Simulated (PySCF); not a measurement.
**Electronic structure of Pb⁺ (lead, charge +1) at the UHF level**

Configuration: [Xe] 4f14 5d10 6s2 6p1, 2P determinant. All numbers are calculated (PySCF 2.14, a scalar-relativistic core potential, in def2-SVP with the def2 core potential (60 electrons) (4s4p2d, 26 functions)).

- Total energy: -191.591928 hartree
- One-electron energy: -329.7027 hartree
- Hartree (Coulomb) energy: 152.9511 hartree
- Exchange energy: -14.8404 hartree
- ⟨S²⟩: 0.7569
- ⟨L²⟩: 2.019
- Sum of ⟨r⟩: 28.60 bohr
- Sum of ⟨r²⟩: 50.82 bohr²
- Traceless quadrupole moment −½Σ⟨3z² − r²⟩ along its main axis: -4.42 e·bohr²
- Time after the integrals: 0.07 s of wall time on 1 thread of Intel(R) Xeon(R) Platinum 8488C (shared host)

```csv
shell,electrons,mean orbital energy (hartree),spread (hartree),"rms radius, mean of both spins (bohr)"
5s α,1,-6.45989,0,0.925
5s β,1,-6.45564,0,0.925
5p α,3,-4.14206,0.00753,1.05
5p β,3,-4.13895,0.01890,1.05
5d α,5,-1.36139,0.01429,1.39
5d β,5,-1.35618,0.02360,1.39
6s α,1,-0.85444,0,2.47
6s β,1,-0.78725,0,2.47
6p α,1,-0.49310,0,3.29
```

Energies and moments cover only the electrons outside the core potential. Spin-orbit coupling, absent here, splits the open shell strongly.
